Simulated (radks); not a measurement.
Neutral tin inside a hard spherical wall (all orbitals vanish at R), configuration held at [Kr] 4d10 5s2 5p2 and not refilled when levels cross. Method: scalar-relativistic Kohn-Sham, LDA (Slater exchange, Perdew-Wang correlation), spin-polarised, spherical densities, finite nucleus; open shells are filled with parallel spins first (spin-orbit coupling, left out, can overturn this in heavy ions); Fermi nuclear charge, rms radius 4.6519 fm; computed with a radial shooting solver on a logarithmic mesh with Libxc functionals. Eigenvalues in eV for spin up, with the zero of energy where the potential of the charges vanishes at infinity; a dash marks a level that is unbound or too diffuse for the functional's potential to be trusted. A positive occupied level is held by the wall or, in an anion where self-interaction has pushed it up, behind a barrier. The pressure on the wall is -dE/dV.

R (bohr) = free: E (hartree) -6171.72522; kinetic (hartree) 6441.695; e(4p) -89.463; e(4d) -25.857; e(5s) -11.159; e(5p) -4.238; e(6s, empty) -0.494; e(5d, empty) -; pressure (GPa) 0
R (bohr) = 20: E (hartree) -6171.72522; kinetic (hartree) 6441.695; e(4p) -89.463; e(4d) -25.857; e(5s) -11.159; e(5p) -4.238; e(6s, empty) -0.482; e(5d, empty) 0.635; pressure (GPa) < 0.0001
R (bohr) = 15: E (hartree) -6171.72522; kinetic (hartree) 6441.695; e(4p) -89.463; e(4d) -25.857; e(5s) -11.158; e(5p) -4.237; e(6s, empty) -0.411; e(5d, empty) 0.858; pressure (GPa) < 0.0001
R (bohr) = 7: E (hartree) -6171.71083; kinetic (hartree) 6441.792; e(4p) -88.830; e(4d) -25.236; e(5s) -10.683; e(5p) -3.676; e(6s, empty) 3.614; e(5d, empty) 3.772; pressure (GPa) 0.768
R (bohr) = 6: E (hartree) -6171.68049; kinetic (hartree) 6441.958; e(4p) -88.052; e(4d) -24.480; e(5s) -10.096; e(5p) -2.894; e(6s, empty) 7.289; e(5d, empty) 5.821; pressure (GPa) 3.36
R (bohr) = 5: E (hartree) -6171.57872; kinetic (hartree) 6442.446; e(4p) -86.357; e(4d) -22.844; e(5s) -8.692; e(5p) -0.944; e(6s, empty) 15.245; e(5d, empty) 9.985; pressure (GPa) 16.8
R (bohr) = 4: E (hartree) -6171.19838; kinetic (hartree) 6444.031; e(4p) -82.582; e(4d) -19.253; e(5s) -4.830; e(5p) 4.383; e(6s, empty) 34.376; e(5d, empty) 19.630; pressure (GPa) 104
R (bohr) = 2.5: E (hartree) -6166.22542; kinetic (hartree) 6462.323; e(4p) -61.419; e(4d) 1.337; e(5s) 30.045; e(5p) 48.008; e(6s, empty) 158.62; e(5d, empty) 81.468; pressure (GPa) 3890
R (bohr) = 2: E (hartree) -6156.27226; kinetic (hartree) 6496.870; e(4p) -36.874; e(4d) 27.608; e(5s) 86.950; e(5p) 113.38; e(6s, empty) 312.73; e(5d, empty) 158.97; pressure (GPa) 20500
